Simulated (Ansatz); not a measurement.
Gas-phase electronic energies from Ansatz, PBE0-D4/def2-TZVP geometries. CCSD(T)/CBS adds triple-zeta CCSD(T) − MP2 to the extrapolated MP2 energy (def2 sets, frozen cores). This one scheme is used for every species. Functionals use def2-TZVPP. HSE06 is defined as in plane-wave codes. Each species was taken in one conformer, which may not be the lowest.

`CC[SiH](F)S` + H₂O → `CC[SiH](O)F` + H₂S  (formal hydrolysis of the Si–S bond)

Task: Is it downhill or uphill in electronic energy at CCSD(T)/CBS, and by how much? (Best estimate.)

Result: Ansatz gave: Downhill: ΔE = -43.0 kJ/mol.

Task: What do these levels give: r2SCAN-D4, HSE06-D4, PBE, BLYP, PBE0, BHLYP? (Estimate.)

Result: Ansatz gave: r2SCAN-D4 -44.0, HSE06-D4 -36.5, PBE -36.6, BLYP -50.6, PBE0 -39.5, BHLYP -57.0 kJ/mol.

Largest T1 diagnostic among the species: 0.011.

The D4 term adds +5.1 kJ/mol with B3LYP and +2.8 kJ/mol with PBE0; it sums over pairs of atoms, weighted by their polarisabilities, and B3LYP, whose exchange is more repulsive, gets the larger term. From BLYP to BHLYP (50 % exact exchange), in def2-TZVPP and without D4, ΔE moves by −6.5 kJ/mol.

B3LYP here is the variant with VWN-RPA as its local correlation; programs differ in this.
